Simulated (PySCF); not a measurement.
**Broadened absorption spectrum of C6H7N3**

C₆H₇N₃.
InChI=1S/C6H7N3/c1-2-5(1)6-3-4-7-9-8-6/h3-5H,1-2H2

Method: PySCF 2.14.0, density-fitted response routines, TDDFT CAM-B3LYP/def2-SVPD, vertical, gas phase, core orbitals frozen in the response. Isolated species at its GFN2-xTB geometry (one conformer only). Torsions of this conformer, `[cH:1]1[cH:2][c:3]([CH:4]2[CH2:5][CH2:6]2)[n:7][n:8][n:9]1`: C2–C3–C4–C5 146°.

Computed states:

| state | E (eV) | f |
| --- | --- | --- |
| S1 | 3.60 | 0.0045 |
| S2 | 4.01 | 0.0001 |
| S3 | 4.43 | 0.0002 |
| S4 | 4.74 | 0.0047 |
| S5 | 5.64 | 0.022 |
| S6 | 6.15 | 0.266 |
| S7 | 7.03 | 0.059 |
| S8 | 7.15 | 0.138 |

Broadening: Gaussians 0.25 eV wide at half height, area fixed by f = 4.319×10⁻⁹ ∫ε dν̃. The cross-section is σ = 3.8235×10⁻²¹ ε cm², given in Mb (10⁻¹⁸ cm²). The width is an assumption, not a result. The curve ends short of the highest state used, and states not computed would add to its high-energy end.

Problem. What does the envelope look like, and where are its maxima?

Solution. 
E (eV), σ (Mb) and a bar:
```
     3.23       0.00 
     3.30       0.03 
     3.38       0.21 
     3.46       0.77 
     3.53       1.49 
     3.61       1.86 #
     3.69       1.31 
     3.77       0.53 
     3.84       0.16 
     3.92       0.06 
     4.00       0.06 
     4.08       0.05 
     4.15       0.03 
     4.23       0.02 
     4.31       0.04 
     4.38       0.07 
     4.46       0.13 
     4.54       0.35 
     4.62       1.00 
     4.69       1.71 
     4.77       1.88 #
     4.85       1.18 
     4.93       0.42 
     5.00       0.11 
     5.08       0.01 
     5.16       0.00 
     5.24       0.01 
     5.31       0.08 
     5.39       0.62 
     5.47       2.68 #
     5.54       6.07 ##
     5.62       9.04 ##
     5.70       7.66 ##
     5.78       3.90 #
     5.85       3.16 #
     5.93      12.68 ###
     6.01      45.23 ############
     6.09      92.79 #########################
     6.16     109.26 ##############################
     6.24      77.33 #####################
     6.32      31.02 #########
     6.39       8.75 ##
     6.47       1.21 
     6.55       0.10
```

Maxima: 344 nm (3.60 eV), ε about 490, made up of S1 (100%); 309 nm (4.01 eV), ε about 16, made up of S2 (98%); 261 nm (4.74 eV), ε about 510, made up of S4 (100%); 220 nm (5.64 eV), ε about 2400, made up of S5 (100%); 202 nm (6.15 eV), ε about 29000, made up of S6 (100%) (ε in L mol⁻¹ cm⁻¹; maxima over ε = 5, shares over 10%).

Problem. Coming from long wavelengths, where does ε first pass 100 L mol⁻¹ cm⁻¹?

Solution. At about 363 nm (3.41 eV), 0.19 eV below S1.

Problem. What would ε be at 6.15 eV, the highest of these maxima, with half the width (0.125 eV)?

Solution. About 57300 L mol⁻¹ cm⁻¹ against 28700, a factor of about 2.00; a lone state at its own centre would give exactly 2.

Problem. On this curve, what absorbance would a 10⁻⁵ mol/L sample give at 365 nm over a 1 cm path?

Solution. 365 nm is 3.397 eV, where ε is about 77 L mol⁻¹ cm⁻¹, so A = ε c l ≈ 0.00077 (Beer–Lambert, with the gas-phase spectrum and the assumed width).

Hardware: one thread of an Arm Neoverse V1, on a shared host. Cost: 62 s of wall time, 1.1 GiB resident at most.
